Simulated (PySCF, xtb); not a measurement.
1-fluoro-1-methylcyclopropane (C₄H₇F), SMILES CC1(F)CC1.

GFN2-xTB (xtb) at its own geometry gives an orbital gap of 9.43 eV and a dipole moment of 2.31 D.

Geometry optimised at PBE-D3(BJ)/def2-SVP.

Problem. What does HF/def2-TZVP run with PySCF give? (An estimate is asked for; the answer gives what the named calculation found.)

Solution. gap 14.98 eV (levels -11.15 and 3.83 eV), dipole 1.96 D.
